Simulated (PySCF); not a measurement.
Screening by computed properties: pick the candidate that meets the target.

All species are isolated and taken at one optimised geometry, non-relativistic unless stated; the electronic structure was computed with PySCF and density fitting.

Dipoles, sizes and rotational constants follow the conformer. The torsions of the flexible species, by atom-mapped SMILES:
- `[CH3:1][C:2]([CH3:3])([CH3:4])[c:5]1[p:6][cH:7][cH:8][s:9]1`: C1–C2–C5–P6 4°
- `[BH2:1][PH:2][SiH2:3][O:4][Si:5]([CH3:6])([CH3:7])[CH3:8]`: B1–P2–Si3–O4 61°, P2–Si3–O4–Si5 48°, Si3–O4–Si5–C6 -142°
- `[F:1][CH:2]([F:3])[C:4]1=[CH:5][CH:6]=[CH:7][CH:8]=[CH:9][BH:10]1`: F1–C2–C4–C5 113°

The conformers of `CN[C@@H]1CCN[SiH2]1` and `C[C@H]1CC[C@H](C)CC1` aren't listed.

(1) Wanted: HOMO energy between -9 eV and -8 eV (CAM-B3LYP/def2-SVPD) and vertical ionisation energy below 9.2 eV (ΔSCF CAM-B3LYP/def2-SVPD), at PBE0-D3(BJ)/def2-SVP geometries. Which candidate meets both?
A. `C[CH2][Ge]([Br])([Br])[Br]`
B. `CN[C@@H]1CCN[SiH2]1`
C. `C[C@H]1CC[C@H](C)CC1`
D. `CC(c1sccp1)(C)C`
E. `FC(F)C1=CC=CC=CB1`
F. `BP[SiH2]O[Si](C)(C)C`

(2) Wanted: static isotropic polarisability between 98 au and 130 au (CAM-B3LYP/def2-SVPD) and lowest triplet excitation (Tamm–Dancoff) above 4 eV (TDA CAM-B3LYP/def2-SVPD), at PBE0-D3(BJ)/def2-SVP geometries. Which candidate meets both?
A. `CC(c1sccp1)(C)C`
B. `C[CH2][Ge]([Br])([Br])[Br]`
C. `C[C@H]1CC[C@H](C)CC1`
D. `FC(F)C1=CC=CC=CB1`
E. `BP[SiH2]O[Si](C)(C)C`
F. `CN[C@@H]1CCN[SiH2]1`

(3) Wanted: lowest singlet excitation between 4.8 eV and 7 eV (TDDFT CAM-B3LYP/def2-SVPD) and HOMO–LUMO gap above 8.7 eV (CAM-B3LYP/def2-SVPD), at PBE0-D3(BJ)/def2-SVP geometries. Which candidate meets both?
A. `C[CH2][Ge]([Br])([Br])[Br]`
B. `FC(F)C1=CC=CC=CB1`
C. `CN[C@@H]1CCN[SiH2]1`
D. `CC(c1sccp1)(C)C`
E. `BP[SiH2]O[Si](C)(C)C`
F. `C[C@H]1CC[C@H](C)CC1`

## Answers

(1) F. Computed values:
```csv
species,HOMO energy,vertical ionisation energy
C[CH2][Ge]([Br])([Br])[Br],-9.68 eV,10.51 eV
C[C@H]1CC[C@H](C)CC1,-9.57 eV,10.23 eV
FC(F)C1=CC=CC=CB1,-8.61 eV,9.24 eV
BP[SiH2]O[Si](C)(C)C,-8.42 eV,9.11 eV
CC(c1sccp1)(C)C,-7.82 eV,8.41 eV
CN[C@@H]1CCN[SiH2]1,-7.40 eV,8.10 eV
```

(2) B. Computed values:
```csv
species,static isotropic polarisability,lowest triplet excitation (Tamm–Dancoff)
CN[C@@H]1CCN[SiH2]1,89.7 au,5.35 eV
C[C@H]1CC[C@H](C)CC1,94.4 au,8.12 eV
FC(F)C1=CC=CC=CB1,101.1 au,2.73 eV
C[CH2][Ge]([Br])([Br])[Br],119.6 au,5.02 eV
CC(c1sccp1)(C)C,123.3 au,3.04 eV
BP[SiH2]O[Si](C)(C)C,132.6 au,3.47 eV
```

(3) A. Computed values:
```csv
species,lowest singlet excitation,HOMO–LUMO gap
FC(F)C1=CC=CC=CB1,4.60 eV,7.19 eV
BP[SiH2]O[Si](C)(C)C,4.75 eV,7.81 eV
CC(c1sccp1)(C)C,4.91 eV,7.69 eV
C[CH2][Ge]([Br])([Br])[Br],5.41 eV,8.74 eV
CN[C@@H]1CCN[SiH2]1,5.63 eV,8.63 eV
C[C@H]1CC[C@H](C)CC1,8.32 eV,11.07 eV
```
